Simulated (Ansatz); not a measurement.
Cartesian coordinates (Å):
SMILES: FC
```xyz
5

C     -0.0661     0.0063    -0.0062
F      1.3109    -0.1252     0.1227
H     -0.5142     0.0074     0.9884
H     -0.4470    -0.8340    -0.5883
H     -0.2837     0.9455    -0.5167
```
Charge 0, spin multiplicity 1.

Level of theory: frozen-core CCSD(T)/cc-pVTZ // B3LYP-D3(BJ)/def2-TZVP in Ansatz (a quantum-chemistry and plane-wave program).

```yaml
HF energy: -139.09412 Ha
MP2 correlation energy: -0.43437 Ha
```

Problem. Estimate the CCSD correlation energy, the (T) correction, the total energy and the T1 diagnostic.

Solution. 
```
Property                         Value
-----------------------  -------------
CCSD correlation energy    -0.45052 Ha
(T) correction             -0.01325 Ha
CCSD(T) total energy     -139.55789 Ha
T1 diagnostic                    0.009
```
